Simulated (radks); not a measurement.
Coulomb parameter of the 4f shell of the samarium ion Sm3+ in the model configuration [Xe] 4f3 6p2, as a second difference U = [E(n + 0.5) + E(n - 0.5) - 2 E(n)] / (0.5)^2 with all orbitals relaxed. "Bare": the charge of the atom changes with n. "Screened": the 6p shell takes up the change at fixed total charge, which measures U(4f,4f) + U(6p,6p) - 2 U(4f,6p). Method: scalar-relativistic Kohn-Sham, SCAN, spin-unpolarised, spherical densities, finite nucleus; meta-GGA in the generalised Kohn-Sham scheme; Fermi nuclear charge, rms radius 5.0819 fm; computed with a radial shooting solver on a logarithmic mesh with Libxc functionals.

case              configuration  E - E(n) (eV)
start              [Xe] 4f3 6p2          0.000
bare +0.5        [Xe] 4f3.5 6p2        -25.240
bare -0.5        [Xe] 4f2.5 6p2         30.462
screened +0.5  [Xe] 4f3.5 6p1.5        -15.764
screened -0.5  [Xe] 4f2.5 6p2.5         18.443

U(bare) = 20.889 eV, U(screened by 6p) = 10.714 eV, against the Slater integral F0(4f,4f) = 30.974 eV with frozen orbitals.
